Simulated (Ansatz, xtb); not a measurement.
## Relative energy of two isomers of C3H5F3O

We compare X, `OCCC(F)(F)F`, a singlet, with Y, `CC(F)(F)OCF`, a singlet. Both are isolated molecules in the gas phase, relaxed with B3LYP-D3(BJ)/def2-SVP, each in the lowest conformer that the search found.

X (Å):

| atom | x (Å) | y (Å) | z (Å) |
| --- | --- | --- | --- |
| C | -1.4599 | 0.3743 | 0.5914 |
| C | -0.3517 | 0.3430 | 1.6481 |
| C | -0.8511 | 0.0147 | 3.0341 |
| F | -1.7466 | 0.9252 | 3.4667 |
| F | -1.4593 | -1.1863 | 3.0716 |
| F | 0.1517 | -0.0145 | 3.9274 |
| O | -0.9499 | 0.6182 | -0.6975 |
| H | -0.6281 | 1.5285 | -0.7316 |
| H | -1.9533 | -0.6089 | 0.5564 |
| H | -2.2310 | 1.1117 | 0.8864 |
| H | 0.1545 | 1.3204 | 1.7080 |
| H | 0.4042 | -0.4067 | 1.3704 |

Y (Å):

```yaml
atoms:
  - { symbol: C, position_ang: [-0.4542, 2.4269, 0.3106] }
  - { symbol: C, position_ang: [-0.3974, 1.0678, 0.9529] }
  - { symbol: C, position_ang: [0.4370, -1.1186, 0.6091] }
  - { symbol: F, position_ang: [0.1142, 1.1537, 2.2200] }
  - { symbol: F, position_ang: [-1.6464, 0.5504, 1.1111] }
  - { symbol: F, position_ang: [-0.5207, -1.8540, -0.0227] }
  - { symbol: O, position_ang: [0.3797, 0.2188, 0.2039] }
  - { symbol: H, position_ang: [-0.9000, 2.3380, -0.6888] }
  - { symbol: H, position_ang: [0.5618, 2.8330, 0.2212] }
  - { symbol: H, position_ang: [-1.0666, 3.0943, 0.9310] }
  - { symbol: H, position_ang: [1.4265, -1.4918, 0.3046] }
  - { symbol: H, position_ang: [0.2950, -1.2081, 1.6980] }
```

Quicker runs give these differences E(Y) − E(X): GFN2-xTB −8.81 kcal/mol; HF/STO-3G −6.69 kcal/mol (at GFN2-xTB geometries); r2SCAN-D4/def2-SVP −0.21 kcal/mol (at GFN2-xTB geometries).

Estimate E(Y) − E(X) at the level CCSD(T)/def2-SVP + ΔMP2/def2-TZVPP.

Not settled: CCSD(T)/def2-SVP + ΔMP2/def2-TZVPP gives E(Y) − E(X) = +1.43 kcal/mol, but this leans on the basis-set step: CCSD(T) alone gives +0.36 kcal/mol.

Level by level:

| level | geometry | E(Y) − E(X) (kcal/mol) | departure from the last row (kcal/mol) | job, with rough time for the two |
| --- | --- | --- | --- | --- |
| GFN2-xTB | GFN2-xTB | −8.81 | −10.24 | optimisation, 0.23 s |
| HF/STO-3G | GFN2-xTB | −6.69 | −8.12 | single point, 1.4 s |
| r2SCAN-D4/def2-SVP | GFN2-xTB | −0.21 | −1.64 | single point, 6.8 s |
| B3LYP-D3(BJ)/def2-SVP | B3LYP-D3(BJ)/def2-SVP | −0.28 | −1.70 | optimisation, 49 s |
| HF/def2-SVP | B3LYP-D3(BJ)/def2-SVP | −1.74 | −3.17 | part of the CCSD(T) run |
| MP2/def2-SVP | B3LYP-D3(BJ)/def2-SVP | +1.28 | −0.15 | part of the CCSD(T) run |
| CCSD(T)/def2-SVP | B3LYP-D3(BJ)/def2-SVP | +0.36 | −1.07 | single point |
| CCSD(T)/def2-SVP + ΔMP2/def2-TZVPP | B3LYP-D3(BJ)/def2-SVP | +1.43 |  | single point, 63 s |

As drawn, Y has 1 C–O, 1 C–H in place of 1 C–C, 1 O–H.

GFN2-xTB, HF/STO-3G, HF/def2-SVP put the two in the other order. r2SCAN-D4/def2-SVP, B3LYP-D3(BJ)/def2-SVP, CCSD(T)/def2-SVP find them nearly level. The largest departure from CCSD(T)/def2-SVP + ΔMP2/def2-TZVPP is that of GFN2-xTB, 10.24 kcal/mol. The last row adds to CCSD(T) the change of the MP2 difference between the two basis sets, here +1.07 kcal/mol.

With thermal terms from frequencies at re-optimised GFN2-xTB minima (ideal gas, soft modes damped towards free rotors, one conformer each, 298.15 K, 1 atm): on the last row, ΔE + ΔZPE = +1.09, ΔH = +1.14, ΔG = +1.10 kcal/mol.

The correlated steps freeze 7 core orbitals. Codes used: Ansatz 0.2.0, xtb 6.7.1; the last row on 2 threads of Intel(R) Xeon(R) Processor on a shared host.
